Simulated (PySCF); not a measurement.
# Ce²⁷⁺: ionisation energy

Ce²⁷⁺ [Ar] 3d10 4s2 4p1 (2P) → Ce²⁸⁺ [Ar] 3d10 4s2 (1S), as a difference of total energies. Calculation: PySCF 2.14, in an uncontracted even-tempered set (19 s from 1.8 bohr⁻², ratio 2.5; 14 p from 2.3 bohr⁻², ratio 2.5; 8 d from 4.1 bohr⁻², ratio 2.5; 5 f from 13 bohr⁻², ratio 2.7; 4 g from 19 bohr⁻², ratio 2.7); the spin-free X2C one-electron Hamiltonian (Gaussian nucleus). Correlated levels: outer shells: [Ne] frozen; virtual orbitals above 40 to 60 times the deepest correlated orbital energy dropped. The calculations carry no spin-orbit coupling.

```json
{"method": "UHF", "ionisation energy (eV)": "947.31"}
{"method": "LDA", "ionisation energy (eV)": "949.66"}
{"method": "PBE", "ionisation energy (eV)": "949.20"}
{"method": "PBE0", "ionisation energy (eV)": "949.01"}
{"method": "r2SCAN", "ionisation energy (eV)": "949.04"}
{"method": "BHandHLYP", "ionisation energy (eV)": "949.09"}
{"method": "BLYP", "ionisation energy (eV)": "949.61"}
{"method": "MP2 (outer shells)", "ionisation energy (eV)": "948.31"}
{"method": "SCS-MP2 (outer shells)", "ionisation energy (eV)": "948.19"}
```

How much does correlation contribute at MP2 (outer shells)?

948.31 − (947.31) = 1.00 eV, measured against UHF.

A first-order spin-orbit estimate (lowest level to lowest level, LS coupling) adds 16.248 eV.

Breit and QED terms and the two-electron picture change are absent.

First order in ζ underestimates the shift of j = l − 1/2 levels at high Z.

For comparison: 965 ± 4 eV (theoretical estimate listed by NIST; NIST Atomic Spectra Database, ionization energies).
